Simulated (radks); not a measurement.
Results of a calculation; reference values are marked as such.
Co4+, 23 electrons, occupied as [Ar] 3d5. Level of theory: Dirac Kohn-Sham, BLYP, spin-unpolarised, spherical densities, point nucleus; open shells fill j = l - 1/2 first (a radial shooting solver on a logarithmic mesh with Libxc functionals).

Spin-orbit splittings of the eigenvalues, e(l+1/2) - e(l-1/2), with zeta = 2 splitting/(2l+1) and mean radii in bohr:

shell  occ.  splitting (eV)  zeta (eV)  <r> j=l-1/2  <r> j=l+1/2
2p        6           14.83      9.888       0.2228       0.2259
3p        6           1.965      1.310       0.7860       0.7946
3d        5               ?          ?       0.8789       0.8820

Estimate the 3d splitting.

Answer. 0.2453 eV (zeta = 0.09813 eV).
